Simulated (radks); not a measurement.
Results of a calculation; reference values are marked as such.
The nuclear charge of the lead ion Pb2+ is varied continuously with 80 electrons held in [Hg]. Code: a radial shooting solver on a logarithmic mesh with Libxc functionals. Model: Dirac Kohn-Sham, LDA (Slater exchange, Perdew-Wang correlation), spin-unpolarised, spherical densities, finite nucleus; Fermi nuclear charge, rms radius 5.5012 fm. By the Hellmann-Feynman theorem dE/dZ = E(electron-nucleus)/Z, the electronic potential at the nucleus (averaged over a nucleus of fixed radius).

| Z | E (hartree) | E(electron-nucleus)/Z (hartree) | HOMO | e(HOMO) (eV) | <r> HOMO (bohr) |
|---|---|---|---|---|---|
| 81.5 | -20589.8704 | -638.325 | 6s1/2 | -22.075 | 2.267 |
| 82 | -20910.6146 | -644.657 | 6s1/2 | -27.846 | 2.170 |
| 82.5 | -21234.5321 | -651.019 | 6s1/2 | -33.970 | 2.086 |
| 83 | -21561.6387 | -657.413 | 6s1/2 | -40.428 | 2.010 |

The central difference of E at Z = 82 is -644.662 hartree, to compare with the third column; the second derivative is -12.7 hartree.
